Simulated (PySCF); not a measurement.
## HSn(OH) + H₂O → SnH₄ + O₂

Level: PBE0 in the def2-TZVP basis family, computed in PySCF with density fitting; scalar-relativistic core potentials for atoms from Rb on, none lighter, no spin–orbit coupling; open shells unrestricted.

| species | state and structure | ZPE (kJ/mol) | H(298 K) − H(0) (kJ/mol) | S° (J/(mol K)) |
| --- | --- | --- | --- | --- |
| HSn(OH) | singlet, Cs, O–H 0.960 Å, Sn–H 1.795 Å, Sn–O 1.981 Å; H–O–Sn 114.3°, H–Sn–O 94.2° | 48.3 | 11.5 | 266.1 |
| H₂O | singlet, C2v, O–H 0.960 Å (×2); H–O–H 105.1° | 56.5 | 9.9 | 188.7 |
| SnH₄ | singlet, Td, Sn–H 1.704 Å (×4) | 68.3 | 11.3 | 228.6 |
| O₂ | triplet, D∞h, O–O 1.193 Å | 10.3 | 8.7 | 204.9 |

**Question.** Is the gas-phase reaction uphill or downhill in electronic energy at this level, and by how much?

**Answer.** At PBE0/def2-TZVP, ΔE = 431.7 kJ/mol, uphill. 

**Question.** Add zero-point, thermal and entropy terms for 298.15 K and 1 bar.

**Answer.** ΔZPE = -26.2 and Δ[H(298) − H(0)] = -1.4 kJ/mol give ΔH° = 404.1 kJ/mol. ΔS° = -21.3 J/(mol K), so ΔG° = 404.1 − 298.15 × (-0.0213) = 410 kJ/mol.

Each species is the lowest minimum found with this bonding; other isomers or fragments can lie lower.
